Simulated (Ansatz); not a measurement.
`B[NH][GeH3]` + `N[SiH2][SiH3]` → `[SiH3][SiH2][NH][GeH3]` + `BN`  (ligand exchange at a Ge–N bond)

Program: Ansatz. Geometries: PBE0-D4/def2-TZVP. ΔE: electronic, gas phase. CCSD(T)/CBS is the MP2 limit (def2-TZVPP, def2-QZVPP) plus CCSD(T) − MP2 in def2-TZVPP, frozen cores. This one scheme is used for every species. DFT in def2-TZVPP. For Ge outer-core shells are correlated without core-valence functions, which leaves a few kJ/mol of doubt a bond. Scalar relativity is left out up to krypton. One conformer a species, not always the lowest.

```csv
level,ΔE (kcal/mol)
PBE-QIDH,-2.8
MP2/def2-QZVPP,-2.8
```

Problem. What does CCSD(T)/CBS give? (An estimate is asked.)

Solution. Ansatz gave: -2.7 kcal/mol. The listed levels differ from it by -0.1, -0.1 kcal/mol.

Largest T1 diagnostic among the species: 0.013.

At CCSD(T), def2-SVP lies −1.3 kcal/mol from the extrapolated value and def2-TZVPP −0.0 kcal/mol. The D4 term adds −0.8 kcal/mol with B3LYP and −0.5 kcal/mol with PBE0; it sums over pairs of atoms, weighted by their polarisabilities, and B3LYP, whose exchange is more repulsive, gets the larger term. Leaving LDA and LC-ωPBE aside and taking each functional with its dispersion term where it has one, the values, not all of them listed here, spread over 0.7 kcal/mol, from BHLYP-D4 to B2PLYP.

B3LYP here is the variant with VWN-RPA as its local correlation; programs differ in this.
